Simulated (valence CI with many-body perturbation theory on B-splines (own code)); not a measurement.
## Er37+: electric-dipole lines

Level of theory: configuration interaction combined with many-body perturbation theory (CI+MBPT): three valence electrons over a frozen Dirac-Fock core [Ar] 3d10, radial functions for each j: 11 s, 11 p, 10 d, 8 f, 5 g, 2 h, with the one-electron correlation potential Σ1, the two-electron term Σ2, the three-electron term Σ3, Breit, model QED; selected CI, second order for the rest, scaled by the run's own slope (own B-spline code, finite nucleus).

The last digits are not significant, and no measured levels were compared; by estimate large intervals hold to a few tenths of a per cent, small ones and those within an open d or f shell to about a per cent.

Lines 151 to 200 of 549 in falling wavelength, among levels below 652.26 eV, chosen from the strongest by gf and those to the six lowest levels. Wavelengths and rates use the calculated energies. Electric multipoles are in the length gauge, E1 and E2 with the static RPA response of the core. Weak lines are less certain than strong ones. Lines between different terms over intervals too small for the method are left out, as are lines whose strength nearly cancels. Where a level lies close to another of its J and parity, the split of strength between their lines is uncertain. The highest levels of a list are the least certain.

Levels are named by their leading jj configuration (3d3/2^4 stands for four electrons in 3d with j = 3/2), which in mixed levels can hold well under half, so a name can repeat and another be missing. Letters in brackets count levels of one name in rising energy.

| λ vac (Å) | Upper | Lower | A (s⁻¹) | S (a.u.) with core polarisation | S without |
| --- | --- | --- | --- | --- | --- |
| 82.53 | (4p3/2^2 4d5/2) J=5/2 [a] | (4s 4p3/2 4d5/2) J=7/2 [b] | 1.27e+11 | 2.11e-01 | 2.25e-01 |
| 82.48 | (4p3/2 4d3/2 4d5/2) J=3/2 [d] | (4p3/2^2 4d3/2) J=3/2 [b] | 1.39e+11 | 1.54e-01 | 1.64e-01 |
| 82.47 | (4p1/2 4p3/2^2) J=1/2 | (4s 4p1/2 4p3/2) J=3/2 [b] | 2.64e+11 | 1.46e-01 | 1.56e-01 |
| 82.43 | (4p1/2 4p3/2 4d5/2) J=5/2 [a] | (4p1/2 4p3/2^2) J=3/2 | 1.07e+11 | 1.77e-01 | 1.88e-01 |
| 82.40 | (4s 4p3/2 4f7/2) J=5/2 [c] | (4s^2 4f7/2) J=7/2 | 2.72e+11 | 4.51e-01 | 4.81e-01 |
| 82.37 | (4s 4d3/2 4f7/2) J=5/2 [b] | (4s 4d3/2 4d5/2) J=7/2 [c] | 7.79e+10 | 1.29e-01 | 1.38e-01 |
| 82.34 | (4p1/2 4p3/2 4f7/2) J=7/2 [b] | (4p1/2 4p3/2 4d5/2) J=5/2 [b] | 1.76e+11 | 3.88e-01 | 4.10e-01 |
| 82.34 | (4s 4d5/2 4f5/2) J=7/2 [a] | (4s 4p3/2 4f5/2) J=5/2 [a] | 3.23e+11 | 7.13e-01 | 7.57e-01 |
| 82.34 | (4p1/2 4p3/2 4f7/2) J=5/2 [a] | (4p1/2 4p3/2 4d5/2) J=5/2 [a] | 1.40e+11 | 2.32e-01 | 2.46e-01 |
| 82.32 | (4p1/2 4p3/2 4f5/2) J=3/2 [c] | (4s 4p1/2 4f5/2) J=3/2 | 9.89e+10 | 1.09e-01 | 1.16e-01 |
| 82.30 | (4s 4d3/2 4f7/2) J=9/2 [b] | (4s 4d3/2 4d5/2) J=9/2 | 1.01e+11 | 2.78e-01 | 2.95e-01 |
| 82.23 | (4s 4p1/2 4p3/2) J=3/2 [b] | (4s^2 4p1/2) J=1/2 | 1.85e+11 | 2.03e-01 | 2.17e-01 |
| 82.22 | (4s 4p3/2 4d5/2) J=1/2 | (4s 4p3/2^2) J=1/2 | 3.29e+11 | 1.80e-01 | 1.92e-01 |
| 82.22 | (4s 4d3/2 4f7/2) J=9/2 [a] | (4s 4d3/2 4d5/2) J=7/2 [a] | 8.64e+10 | 2.37e-01 | 2.52e-01 |
| 82.21 | (4p1/2 4p3/2 4f7/2) J=3/2 | (4p1/2 4p3/2 4d5/2) J=3/2 [b] | 8.72e+10 | 9.57e-02 | 1.01e-01 |
| 82.20 | (4p1/2 4p3/2 4f7/2) J=5/2 [b] | (4p1/2 4p3/2 4d5/2) J=5/2 [b] | 1.56e+11 | 2.56e-01 | 2.71e-01 |
| 82.15 | (4p1/2 4p3/2 4f7/2) J=7/2 [a] | (4p1/2 4p3/2 4d5/2) J=5/2 [a] | 7.07e+10 | 1.55e-01 | 1.63e-01 |
| 82.10 | (4p1/2 4p3/2 4d5/2) J=3/2 [a] | (4p1/2 4p3/2^2) J=3/2 | 2.49e+11 | 2.72e-01 | 2.90e-01 |
| 82.08 | (4s 4p3/2 4f7/2) J=7/2 [c] | (4s 4p3/2 4d5/2) J=5/2 [b] | 6.25e+11 | 1.36e+00 | 1.45e+00 |
| 82.00 | (4p1/2 4p3/2 4f7/2) J=9/2 [a] | (4s 4p1/2 4f7/2) J=7/2 [a] | 7.23e+10 | 1.97e-01 | 2.09e-01 |
| 81.98 | (4s 4p3/2 4f7/2) J=5/2 [a] | (4s 4p3/2 4d3/2) J=3/2 [b] | 1.26e+11 | 2.06e-01 | 2.19e-01 |
| 81.95 | (4p3/2 4d3/2^2) J=1/2 | (4s 4d3/2^2) J=3/2 | 1.89e+11 | 1.03e-01 | 1.10e-01 |
| 81.92 | (4s 4d5/2 4f5/2) J=9/2 | (4s 4p3/2 4f5/2) J=9/2 | 7.19e+10 | 1.95e-01 | 2.08e-01 |
| 81.92 | (4p3/2^2 4f7/2) J=11/2 | (4s 4p3/2 4f7/2) J=11/2 | 1.13e+11 | 3.67e-01 | 3.91e-01 |
| 81.89 | (4p1/2 4p3/2 4f5/2) J=1/2 | (4s 4p1/2 4f5/2) J=3/2 | 1.50e+11 | 8.13e-02 | 8.66e-02 |
| 81.88 | (4p3/2 4d5/2^2) J=5/2 | (4p3/2^2 4d5/2) J=7/2 | 1.61e+11 | 2.61e-01 | 2.78e-01 |
| 81.87 | (4p3/2 4d3/2 4d5/2) J=7/2 [b] | (4s 4d3/2 4d5/2) J=7/2 [a] | 8.27e+10 | 1.79e-01 | 1.90e-01 |
| 81.86 | (4p3/2 4d3/2 4d5/2) J=3/2 [a] | (4s 4d3/2 4d5/2) J=5/2 [a] | 1.48e+11 | 1.60e-01 | 1.70e-01 |
| 81.85 | (4p1/2 4p3/2 4f7/2) J=5/2 [a] | (4s 4p1/2 4f7/2) J=7/2 [a] | 7.84e+10 | 1.27e-01 | 1.36e-01 |
| 81.84 | (4p3/2^2 4f5/2) J=7/2 | (4s 4p3/2 4f5/2) J=9/2 | 8.23e+10 | 1.78e-01 | 1.89e-01 |
| 81.82 | (4s 4p1/2 4f7/2) J=7/2 [a] | (4s 4p1/2 4d5/2) J=5/2 [a] | 1.72e+11 | 3.73e-01 | 3.95e-01 |
| 81.76 | (4s 4p1/2 4d5/2) J=5/2 [a] | (4s 4p1/2 4p3/2) J=3/2 [a] | 1.59e+11 | 2.57e-01 | 2.73e-01 |
| 81.75 | (4s 4d5/2^2) J=3/2 | (4s 4p3/2 4d5/2) J=3/2 [b] | 1.30e+11 | 1.40e-01 | 1.49e-01 |
| 81.67 | (4p1/2^2 4p3/2) J=3/2 | (4s 4p1/2^2) J=1/2 | 1.19e+11 | 1.28e-01 | 1.37e-01 |
| 81.66 | (4p1/2 4p3/2 4f7/2) J=7/2 [a] | (4s 4p1/2 4f7/2) J=7/2 [a] | 7.82e+10 | 1.68e-01 | 1.79e-01 |
| 81.63 | (4s 4d5/2^2) J=1/2 | (4s 4p3/2 4d5/2) J=3/2 [b] | 4.95e+11 | 2.66e-01 | 2.83e-01 |
| 81.57 | (4s 4p1/2 4d5/2) J=5/2 [c] | (4s 4p1/2 4p3/2) J=3/2 [b] | 3.32e+11 | 5.33e-01 | 5.67e-01 |
| 81.55 | (4p1/2 4d5/2^2) J=7/2 | (4p1/2 4p3/2 4d5/2) J=7/2 [a] | 1.78e+11 | 3.81e-01 | 4.05e-01 |
| 81.53 | (4s 4d3/2 4f7/2) J=11/2 | (4s 4d3/2 4d5/2) J=9/2 | 1.13e+11 | 3.62e-01 | 3.84e-01 |
| 81.49 | (4s 4p3/2 4d5/2) J=3/2 [b] | (4s^2 4d5/2) J=5/2 | 3.08e+11 | 3.29e-01 | 3.51e-01 |
| 81.46 | (4p3/2 4d3/2 4d5/2) J=1/2 [b] | (4p3/2^2 4d3/2) J=3/2 [b] | 1.63e+11 | 8.72e-02 | 9.25e-02 |
| 81.44 | (4s 4p3/2 4f5/2) J=7/2 [a] | (4s 4p3/2 4d3/2) J=5/2 [b] | 4.55e+10 | 9.71e-02 | 1.04e-01 |
| 81.44 | (4s 4d3/2 4f5/2) J=5/2 [b] | (4p3/2^2 4d5/2) J=7/2 | 8.83e+10 | 1.41e-01 | 1.50e-01 |
| 81.41 | (4p1/2 4p3/2 4d5/2) J=7/2 [b] | (4s 4p1/2 4d5/2) J=5/2 [c] | 3.81e+11 | 8.12e-01 | 8.61e-01 |
| 81.37 | (4s 4d5/2 4f5/2) J=9/2 | (4s 4p3/2 4f5/2) J=7/2 [a] | 7.65e+10 | 2.04e-01 | 2.16e-01 |
| 81.35 | (4p1/2 4p3/2 4d5/2) J=5/2 [a] | (4s 4p1/2 4d5/2) J=5/2 [a] | 9.66e+10 | 1.54e-01 | 1.64e-01 |
| 81.34 | (4s 4p1/2 4f7/2) J=7/2 [b] | (4s 4p1/2 4d5/2) J=5/2 [b] | 1.94e+11 | 4.13e-01 | 4.37e-01 |
| 81.32 | (4s 4p3/2 4f7/2) J=5/2 [a] | (4s 4p3/2 4d3/2) J=5/2 [b] | 7.64e+10 | 1.22e-01 | 1.30e-01 |
| 81.32 | (4s 4p1/2 4f7/2) J=9/2 | (4s 4p1/2 4d5/2) J=7/2 | 2.35e+11 | 6.24e-01 | 6.60e-01 |
| 81.31 | (4p1/2 4p3/2 4f5/2) J=3/2 [a] | (4s 4p1/2 4f5/2) J=5/2 [a] | 1.79e+11 | 1.90e-01 | 2.02e-01 |
